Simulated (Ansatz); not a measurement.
Program: Ansatz. Geometries: PBE0-D4/def2-TZVP. ΔE: electronic, gas phase. CCSD(T)/CBS adds triple-zeta CCSD(T) − MP2 to the extrapolated MP2 energy (def2 sets, frozen cores). This one scheme is used for every species. Functionals use def2-TZVPP. For Se outer-core shells are correlated without core-valence functions, which leaves a few kJ/mol of doubt a bond. Scalar relativity is left out up to krypton. One conformer a species, not always the lowest.

Consider the formal exchange of groups at the Al–Se bond: `[SiH3][NH][AlH][SeH]` + `[SiH3]Cl` → `[SiH3][NH][AlH][SiH2]Cl` + H₂Se.

`[SiH3][NH][AlH][SeH]`:

```xyz
10

Si    1.684   -0.020   -0.475
N     0.292   -0.905    0.037
Al   -1.343   -0.321    0.424
Se   -1.748    1.950    0.229
H     2.816   -0.147    0.484
H     1.286    1.409   -0.566
H     2.178   -0.471   -1.805
H     0.435   -1.903    0.132
H    -2.461   -1.335    0.882
H    -3.139    1.742    0.658
```

`[SiH3]Cl`:

```xyz
5

Si    0.103    0.072   -0.026
Cl   -1.547   -1.077    0.391
H    -0.115    1.428    0.528
H     0.273    0.136   -1.496
H     1.286   -0.558    0.603
```

`[SiH3][NH][AlH][SiH2]Cl`:

```xyz
12

Si   -0.419    1.196   -1.519
N    -1.319    0.767   -0.107
Al   -0.820   -0.257    1.262
Si    1.404   -1.295    1.116
Cl    1.381   -2.557   -0.538
H     0.957    0.667   -1.336
H    -0.354    2.673   -1.698
H    -0.999    0.620   -2.763
H    -2.259    1.143   -0.072
H    -1.851   -0.466    2.448
H     1.748   -2.148    2.286
H     2.532   -0.344    0.920
```

H₂Se:

Z-matrix (Å, degrees):
```
Se
H 1 1.467
H 1 1.467 2 91.2
```

CCSD(T)/CBS gives +123.3 kJ/mol.

Q: Another level gave +120.2 kJ/mol. Which?
A. HF/def2-TZVPP
B. r2SCAN-D4/def2-TZVPP
C. PBE0-D4/def2-TZVPP
D. B2PLYP/def2-TZVPP

A: B. r2SCAN-D4 120.2, HF/def2-TZVPP 135.5, PBE0-D4 111.9, B2PLYP 124.6 kJ/mol.

Largest T1 diagnostic among the species: 0.012.

In def2-TZVPP, CCSD(T) changes the Hartree–Fock value by −14.6 kJ/mol (the triples alone add −1.4 kJ/mol) and MP2 by −3.3 kJ/mol. From PBE to PBE0 (25 % exact exchange), in def2-TZVPP and without D4, ΔE moves by +6.7 kJ/mol.
